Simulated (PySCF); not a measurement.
**Computed properties of Bi(Me)2 (C2H6Bi), SMILES [CH3][Bi+][CH3]**

Bi(Me)2 (C2H6Bi), SMILES [CH3][Bi+][CH3] (connectivity only; charge and spin as stated), charge +1, multiplicity 1. Geometry optimised at PBE0-D3(BJ)/def2-SVP. The multiplicity is an assumed one; other spin states were not compared. The isomer is the one that the SMILES or the coordinates give; other isomers of the formula were not compared. The def2 effective core potentials stand for the cores of Bi; spin–orbit coupling is left out. The values are those of a single conformer. All values are computed for the isolated molecule unless a solvent is named; none is compared with measurement here.

**Structure.** The optimised structure has C2 symmetry. All 21 harmonic modes at PBE0-D3(BJ)/def2-SVP (PySCF) are real, so it is a minimum. With heavy atoms numbered as in [Bi+:1]([CH3:2])[CH3:6], the shortest bond between them is Bi1–C6 at 2.226 Å and the longest Bi1–C2 at 2.226 Å.

**Vibrations.** The strongest infrared lines (harmonic, unscaled, degenerate partners summed) lie at 1408 cm⁻¹ (45 km/mol, H 95 %), 3042 cm⁻¹ (20 km/mol, H 97 %), 835 cm⁻¹ (18 km/mol, H 81 %, C 19 %). The softest mode is at 54 cm⁻¹ and the zero-point energy is 44.2 kcal/mol.

**Electronic structure.** r2SCAN/def2-TZVPD (PySCF) places the frontier levels at -12.14 and -9.94 eV, a gap of 2.20 eV and a mean polarisability of 61.6 bohr³.

**Excitations.** TDA-PBE0/def2-SVPD (PySCF) has S1 at 2.31 eV (536 nm, f = 0.006, weak); the most intense of the 10 singlets computed lies at 8.54 eV (f = 0.75). T1 (TDA) is at 1.54 eV, 0.77 eV under S1.
